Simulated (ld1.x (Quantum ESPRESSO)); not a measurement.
Transferability test, TM semilocal potential for Fe (Z = 26)

```
Element                 : iron (Fe)
Generator               : ld1.x (Quantum ESPRESSO) 7.5
Type                    : norm-conserving Troullier–Martins (semilocal form)
Functional              : PBE
Relativity              : scalar-relativistic
Frozen core             : [Ne]
Valence charge          : 16
Reference configuration : 3s2 3p6 3d6 4s1.75 4p0.25
Partial waves           : 3s (bound): rc 1.20 bohr; 3d (bound): rc 1.45 bohr; 3p (bound): rc 1.00 bohr
Local potential         : the p channel
Core correction         : none
```

Occupied shells without a wave of their own: 4p, 4s. They enter only through the test configuration that unscreens the potential.

Energies are relative to the spin-unpolarised reference configuration 3s2 3p6 3d6 4s1.75 4p0.25; without spin polarisation the order of configurations can differ from experiment.

```
valence configuration  charge  ΔE all-electron (eV)  error AE − PS (meV)
  3s2 3p6 3d6 4s1 4p0      +1                 7.729                 -565
  3s2 3p6 3d6 4s0 4p2       0                 7.456                -1143
  3s1 3p6 3d6 4s2 4p0      +1               100.879                  +99
  3s2 3p6 3d5 4s0 4p0      +3                58.156                -2582
  3s2 3p6 3d6 4s1 4p1       0                 3.105                 -455
```

Task: What are ΔE and the potential's error for 3s2 3p6 3d6 4s0 4p0?

Result: ΔE = 23.933 eV all-electron; the error (AE − PS) is -1678 meV.

Task: What are ΔE and the potential's error for 3s2 3p6 3d6 4s2 4p0?

Result: ΔE = -1.000 eV all-electron; the error (AE − PS) is +139 meV.

Levels in the configuration 3s2 3p6 3d6 4s0 4p2:

```json
{"level": "3s", "all-electron (eV)": "-97.274", "pseudo (eV)": "-97.859"}
{"level": "3p", "all-electron (eV)": "-63.306", "pseudo (eV)": "-63.886"}
{"level": "3d", "all-electron (eV)": "-10.639", "pseudo (eV)": "-11.155"}
{"level": "4p", "all-electron (eV)": "-2.762", "pseudo (eV)": "-2.920"}
```

The 4p, 4s levels have no wave, so the channel is fitted at the deeper level alone: the likely source of the large errors.

The potential misses its own reference levels by up to 0.6 eV.
